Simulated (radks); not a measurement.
Question: Valence configurations of Lu IV (all share [Xe]). Calculated with a radial shooting solver on a logarithmic mesh with Libxc functionals: Dirac Kohn-Sham, PBEsol, spin-unpolarised, spherical densities, point nucleus; open shells fill j = l - 1/2 first. Order these by energy: 4f13 6s1; 4f10 5d2 6p2; 4f11.5 5d2 6p0.5; 4f14; 4f12 6s2; 4f12 5d1 6s1; 4f13 5d1; 4f12 6p2; 4f13 6p1; 4f13.5 6p0.5.

Answer: From the lowest, in eV above it: 4f14 0.000; 4f13.5 6p0.5 9.385; 4f13 5d1 12.819; 4f13 6s1 15.182; 4f13 6p1 21.068; 4f12 5d1 6s1 34.943; 4f12 6s2 39.279; 4f11.5 5d2 6p0.5 48.193; 4f12 6p2 52.061; 4f10 5d2 6p2 115.34. NIST lists [Xe] 4f14 as the ground configuration; this level of theory agrees among the configurations tried. The energies are those of spherical spin-averaged densities, not of single terms.
